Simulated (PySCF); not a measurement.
## Ionisation energy of Zn+ by level of theory

Zn+ [Ar] 3d10 4s1 [4s1/2^1, M_J = 1/2] → Zn(2+) [Ar] 3d10, as a difference of total energies. Calculation: PySCF 2.14, in x2c-TZVPPall-2c; the two-component X2C-1e Hamiltonian. Correlated levels: [Ne] frozen; the 6 highest virtual spinors dropped. "Screened" scales the spin-orbit matrix elements by Boettger's factors to mimic the two-electron term; Breit and QED terms are absent.

```tsv
method	ionisation energy (eV)	error (eV)
GHF (screened spin-orbit)	16.878	-1.086
GMP2 (screened spin-orbit)	17.871	-0.093
```

Reference: 17.964 eV (measured; NIST Atomic Spectra Database, ionization energies).

Errors of the correlated levels include the incompleteness of this basis and the frozen core.
